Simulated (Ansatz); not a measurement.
Consider the redistribution: `BCB(C)Cl` + `C[B-]1(O)OC(C(F)(F)F)=CC(C(F)(F)F)=[O+]1` → `C[B-]1(Cl)OC(C(F)(F)F)=CC(C(F)(F)F)=[O+]1` + `BCB(C)O`.

Isolated molecules relaxed with PBE0-D4/def2-TZVP in Ansatz; ΔE leaves out vibrations. CCSD(T)/CBS is the MP2 limit (def2-TZVPP, def2-QZVPP) plus CCSD(T) − MP2 in def2-TZVPP, frozen cores. Functionals use def2-TZVPP. B3LYP here is the variant with VWN-RPA as its local correlation; programs differ in this. Each species was taken in one conformer, which may not be the lowest.

`BCB(C)Cl`:

Cartesian coordinates in Å:
```
B 0.633 -1.572 -0.680
C -0.571 -1.010 0.123
B -0.600 0.533 -0.135
C 0.327 1.554 0.588
Cl -1.756 1.155 -1.321
H 0.469 -2.237 -1.660
H 1.752 -1.312 -0.341
H -0.329 -1.113 1.190
H -1.519 -1.487 -0.127
H 1.171 1.083 1.095
H 0.693 2.334 -0.084
H -0.270 2.071 1.351
```

`C[B-]1(O)OC(C(F)(F)F)=CC(C(F)(F)F)=[O+]1`:

```xyz
21

C    -1.184   -2.159    0.274
B     0.085   -1.400    0.828
O     0.848   -2.065    1.772
O    -0.368    0.008    1.407
C    -0.482    1.026    0.677
C    -1.138    2.222    1.371
F    -0.360    2.649    2.362
F    -1.328    3.231    0.523
F    -2.314    1.873    1.876
C    -0.005    1.131   -0.620
C     0.820    0.096   -1.031
C     1.663    0.221   -2.302
F     1.469   -0.830   -3.088
F     2.953    0.281   -1.982
F     1.350    1.320   -2.985
O     1.007   -0.973   -0.394
H    -1.745   -1.582   -0.469
H    -0.886   -3.101   -0.194
H    -1.867   -2.400    1.092
H     1.610   -1.574    2.086
H    -0.129    2.028   -1.203
```

`C[B-]1(Cl)OC(C(F)(F)F)=CC(C(F)(F)F)=[O+]1`:

Cartesian coordinates in Å:
```
C 2.069 -1.970 -0.236
B 1.429 -0.566 0.052
Cl 2.582 0.763 0.579
O 0.362 -0.666 1.149
C -0.630 0.117 1.164
C -1.460 0.043 2.446
F -2.464 0.915 2.415
F -1.966 -1.178 2.585
F -0.699 0.313 3.497
C -1.000 0.933 0.109
C -0.308 0.723 -1.071
C -0.763 1.354 -2.387
F 0.227 2.053 -2.923
F -1.799 2.166 -2.194
F -1.127 0.403 -3.240
O 0.698 -0.032 -1.186
H 2.815 -1.897 -1.031
H 1.318 -2.703 -0.544
H 2.572 -2.355 0.654
H -1.856 1.584 0.162
```

`BCB(C)O`:

```xyz
13

B    -1.363    0.829    1.002
C    -0.455    1.013   -0.227
B     0.643   -0.142   -0.089
C     0.559   -1.468   -0.914
O     1.686    0.008    0.772
H    -2.325    0.116    0.963
H    -1.080    1.337    2.052
H     0.076    1.971   -0.212
H    -0.977    0.872   -1.175
H     1.306   -2.204   -0.615
H     0.698   -1.252   -1.980
H    -0.436   -1.917   -0.832
H     1.669    0.837    1.257
```

| level | ΔE (kJ/mol) |
| --- | --- |
| r2SCAN-D4 | -33.5 |
| B3LYP-D4 | -34.5 |
| ωB97M-V | -33.9 |
| PBE | -34.2 |
| r2SCAN | -33.1 |
| B3LYP | -32.2 |
| HF/def2-QZVPP | -29.3 |
| MP2/def2-QZVPP | -34.6 |

(1) What does CCSD(T)/CBS give? (Estimate.)

Largest T1 diagnostic among the species: 0.015.

Results:

(1) Ansatz gave: -34.4 kJ/mol. The listed levels differ from it by 0.9, -0.1, 0.5, 0.2, 1.3, 2.2, 5.1, -0.2 kJ/mol.

In def2-TZVPP, CCSD(T) changes the Hartree–Fock value by −4.2 kJ/mol (the triples alone add −0.6 kJ/mol) and MP2 by −4.9 kJ/mol.
